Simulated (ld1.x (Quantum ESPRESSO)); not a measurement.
# PBE ultrasoft dataset for germanium (Ge), scalar-relativistic all-electron reference.

```
Element                 : germanium
Generator               : ld1.x (Quantum ESPRESSO) 7.5
Type                    : ultrasoft
Functional              : PBE
Relativity              : scalar-relativistic
Frozen core             : [Ar]
Valence charge          : 14
Reference configuration : 3d10 4s2 4p1 (charge +1)
Partial waves           : 4s (bound): rcut 1.25, rcutus 1.70 bohr; 4s channel at 3.35 Ry: rcut 1.25, rcutus 1.70 bohr; 4p (bound): rcut 1.75, rcutus 2.05 bohr; 4p channel at 1.5 Ry: rcut 1.75, rcutus 2.05 bohr; 3d (bound): rcut 0.90, rcutus 1.15 bohr; 3d channel at 1.85 Ry: rcut 0.90, rcutus 1.15 bohr
Local potential         : all-electron potential smoothed inside 0.90 bohr (lloc = -1)
Core correction         : none
Augmentation charge     : built from norm-conserving waves at rcut, not smoothed further
```

Calculated quality:

```json
{
  "Ghost test": "ghost state, extra bound levels that the all-electron valence spectrum of the same l lacks: s at -206.7 eV (other channels not judged); a true bound ghost makes a file unfit for plane-wave use (spherical-Bessel basis up to 400 Ry, 20 bohr box)",
  "Configuration tests": "test run stopped at test 7 of 7 (negative rho)",
  "Lowest eigenvalue of the overlap operator": "0.33 (s channel)"
}
```

Generation and tests took about 3 s on one core of a shared server CPU.
